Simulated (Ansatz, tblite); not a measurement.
Energy landscape of H₃Al, singlet: umbrella (inversion) coordinate, bond length relaxed. Scanned: angle between the Al-H bonds and the threefold axis (90 = planar). Other coordinates (Al-H bond length) were minimised at PBE0/def2-TZVP.

- RHF/cc-pVDZ (Ansatz, a program for electronic structure)
- GFN2-xTB, 300 K electronic temperature (tblite)
- FCI/cc-pVDZ = full CI/cc-pVDZ, frozen core in Ansatz

Energies relative to the lowest point of each profile, in kcal/mol:

```csv
a / °,RHF/cc-pVDZ,GFN2-xTB
92.51,0.3,0.3
95.82,1.7,1.7
99.06,4.2,4.1
105.09,11.7,11.0
107.98,16.7,15.4
114.54,31.5,27.7
117.17,38.9,33.5
119.64,46.6,39.5
122.32,55.8,46.6
126.03,70.3,57.7
129.35,84.9,69.2
132,97.7,79.7
```

Task: What does FCI/cc-pVDZ give at the same points?

Result: 92.51: 0.3; 95.82: 1.6; 99.06: 3.8; 105.09: 10.5; 107.98: 15.0; 114.54: 28.0; 117.17: 34.4; 119.64: 41.1; 122.32: 49.2; 126.03: 61.6; 129.35: 74.1; 132: 85.1 (kcal/mol).
